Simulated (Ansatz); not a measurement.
Consider the formal exchange of groups at the Si–O bond: `N[SiH2]O[Si](N)(F)F` + `N[SiH](Cl)Cl` → `N[SiH2][Si](N)(Cl)Cl` + `N[Si](O)(F)F`.

Program: Ansatz. Geometries: PBE0-D4/def2-TZVP. ΔE: electronic, gas phase. CCSD(T)/CBS is the MP2 limit (def2-TZVPP, def2-QZVPP) plus CCSD(T) − MP2 in def2-TZVPP, frozen cores. Each species was taken in one conformer, which may not be the lowest.

```
               species  HF/def2-TZVPP energy (Eh)
 `N[SiH2]O[Si](N)(F)F`                 -964.54186
        `N[SiH](Cl)Cl`                -1264.33910
`N[SiH2][Si](N)(Cl)Cl`                -1609.53448
        `N[Si](O)(F)F`                 -619.28604
```

Work out ΔE.

ΔE = (-1609.53448) + (-619.28604) − (-964.54186) − (-1264.33910) = 0.06044 Eh = +158.7 kJ/mol. CCSD(T)/CBS gives +133.2 kJ/mol.

Largest T1 diagnostic among the species: 0.011.

In def2-TZVPP, CCSD(T) changes the Hartree–Fock value by −25.2 kJ/mol (the triples alone add −4.0 kJ/mol) and MP2 by −20.9 kJ/mol. From PBE to PBE0 (25 % exact exchange), in def2-TZVPP and without D4, ΔE moves by +10.2 kJ/mol.
